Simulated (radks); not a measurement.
Valence configurations of the technetium ion Tc+ (all share [Kr]). All-electron calculation, scalar-relativistic Kohn-Sham, PBE, spin-unpolarised, spherical densities, point nucleus. Program: a radial shooting solver on a logarithmic mesh with Libxc functionals. Energies are relative to 4d5 5s1; eigenvalues in eV.

valence          E (eV)    e(4d)   e(5p)    e(5s)
4d6              -1.988  -11.489       -        -
4d5.5 5s0.5      -1.168  -12.755       -  -10.779
4d5 5s1           0.000  -14.096       -  -11.394
4d5 5s0.5 5p0.5   2.276  -14.691  -7.203  -11.786
4d4 5s2           3.489  -16.960       -  -12.655
4d4.5 5s1 5p0.5   3.923  -16.089  -7.616  -12.403
4d5 5p1           4.583  -15.270  -7.522        -
4d4.5 5s0.5 5p1   6.331  -16.661  -7.926  -12.770
4d4 5s1 5p1       8.483  -18.104  -8.331  -13.382
4d3 5s1 5p2      19.610  -22.180  -9.676  -15.247

NIST lists [Kr] 4d5 5s1 as the ground configuration; this level of theory puts 4d6 lower, by 1.988 eV. The energies are those of spherical spin-averaged densities, not of single terms.
